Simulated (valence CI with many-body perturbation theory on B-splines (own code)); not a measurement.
## Which ion has this spectrum?

A relativistic CI+MBPT calculation for an atom or ion with 6 electrons gives these levels (Ry):

```csv
J,Parity,E,g
0,even,0.00,
1,even,103.73,1.47
2,even,105.07,1.13
2,odd,125.94,1.49
1,odd,132.42,1.11
2,even,210.58,1.29
0,even,215.22,
2,odd,227.56,1.55
3,odd,230.84,1.29
0,odd,235.47,
1,odd,237.14,1.30
2,odd,237.81,1.04
1,odd,238.14,1.29
2,even,261.31,1.30
```

The energies are calculated, and their last digits are not significant.

Q: Which is it?
A. W68+
B. Re69+
C. Hf66+
D. Lu65+

A: A. W68+, ground level (2s^2 2p1/2^2) J=0.
